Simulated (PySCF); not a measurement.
Isomers of C7H11NS. Method: PBE0-D3(BJ)/def2-SVP geometry optimisation, gas phase (PySCF 2.14.0). One conformer each; no zero-point energy, no entropy. No frequencies were run at this level. Point groups hold within 0.08 Å.

Question: Order them by energy at this level, lowest first, and give relative energies in kJ/mol.
A. `[CH2:1]=[CH:2][CH2:3][C@H:4]([CH2:5][C:6]#[N:7])[S:8][CH3:9]` with C1–C2–C3–C4 -116°, C2–C3–C4–C5 58°, C3–C4–C5–C6 58°, C3–C4–S8–C9 -69°
B. `[CH2:1]=[CH:2][C:3](=[CH2:4])[CH2:5][NH:6][C:7]([CH3:8])=[S:9]` with C1–C2–C3–C4 175°, C2–C3–C5–N6 -67°, C3–C5–N6–C7 129°, C5–N6–C7–C8 -178°

Answer: B (0.0), A (33.4).

As drawn, the lower has an N–H bond and a C=S bond, which the higher lacks; the higher has a C≡N group, which the lower lacks.

```
           SMILES      E (Eh)  E rel (kJ/mol)  dipole (D)  point group       A, B, C (MHz)
 C=CC(=C)CNC(C)=S  -725.40096             0.0        4.20           C1  2237, 806.7, 743.4
C=CC[C@H](CC#N)SC  -725.38824            33.4        3.61           C1  1809, 930.1, 709.6
```
